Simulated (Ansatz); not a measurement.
Task: Name a neutral molecule of F, Ge, N, Si and H with HOMO–LUMO gap (PBE0/def2-TZVPP) between 8.10 and 8.40 eV and LUMO energy (PBE0/def2-TZVPP) between -0.05 and 0.25 eV (Ansatz, PBE0-D4/def2-TZVP geometry).

Result: `F[SiH](F)[NH][GeH3]` (8.20 eV, 0.15 eV). Other molecules can fit too; these were computed, each in one conformer that needn't be the lowest.
